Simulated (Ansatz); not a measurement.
Computed with Ansatz on PBE0-D4/def2-TZVP structures; ΔE is electronic, products minus reactants. CCSD(T)/CBS is the MP2 limit (def2-TZVPP, def2-QZVPP) plus CCSD(T) − MP2 in def2-TZVPP, frozen cores. This one scheme is used for every species. Functionals use def2-TZVPP. For Ge outer-core shells are correlated without core-valence functions, which leaves a few kJ/mol of doubt a bond. Scalar relativity is left out up to krypton.

`F[Si](F)(Cl)[GeH3]` + H₂ → `F[SiH](F)Cl` + GeH₄  (hydrogenolysis of the Si–Ge bond)

| level | ΔE (kcal/mol) |
| --- | --- |
| CAM-B3LYP-D4 | -3.9 |
| CCSD(T)/def2-TZVPP | -3.8 |

(1) What does CCSD(T)/CBS give? (An estimate is asked.)

(2) What do rigid-rotor, harmonic-oscillator terms from PBE0-D4/def2-TZVP frequencies (298.15 K, 1 bar) make of the CCSD(T)/CBS value? (An estimate is asked.)

Largest T1 diagnostic among the species: 0.012.

Answers

(1) The calculation gave: -2.6 kcal/mol. The listed levels differ from it by -1.3, -1.2 kcal/mol.

(2) Computed: ΔZPE = +2.9 kcal/mol, ΔH = -1.3 kcal/mol, ΔS = 11 J/(mol·K), ΔG = -2.0 kcal/mol.

In def2-TZVPP, CCSD(T) changes the Hartree–Fock value by +6.7 kcal/mol (the triples alone add +1.2 kcal/mol) and MP2 by +7.3 kcal/mol. Leaving LDA and LC-ωPBE aside and taking each functional with its dispersion term where it has one, the values, not all of them listed here, spread over 5.4 kcal/mol, from B2PLYP to revPBE-D4.
